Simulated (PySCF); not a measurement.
Species: C₂H₆AlAs.
SMILES with atom numbers: `[CH:1]#[C:2][AlH2-:3][AsH3+:4]` (hydrogens: H5 on C1; H6, H7 on Al3; H8, H9, H10 on As4)

Method: PBE0-D3(BJ)/def2-SVP geometry optimisation, gas phase (PySCF).

(1) List the bond lengths and angles at this level.

Answers

(1) 
```csv
bond,length (Å)
C1≡C2,1.223
C2–Al3,1.940
Al3–As4,2.625
C1–H5,1.076
"Al3–H6, Al3–H7",1.594
"As4–H8, As4–H9, As4–H10",1.510
```

Bonds in one row agree within 0.01 Å and their mean is given. A selection of angles:
```csv
angle,degrees
C2–C1–H5,179.1
C1–C2–Al3,178.0
C2–Al3–As4,91.5
C2–Al3–H6,117.7
As4–Al3–H6,99.1
H6–Al3–H7,120.8
Al3–As4–H8,117.1
Al3–As4–H10,124.3
H8–As4–H9,97.9
```

As4 (arsenic bonded to Al and 3 H) is distorted tetrahedral (angles from 97.8° to 124.3°). The 4 heavy atoms lie in one plane (0.001 Å rms). Al3 (aluminium bonded to As, C and 2 H) has angles from 91.5° to 120.8°.

Point group: Cs (every atom within 0.08 Å of its image). No frequency check.

Hardware: one thread of an Arm Neoverse V2 (shared host). Cost: 44 s wall. That covers the optimisation of the geometry.
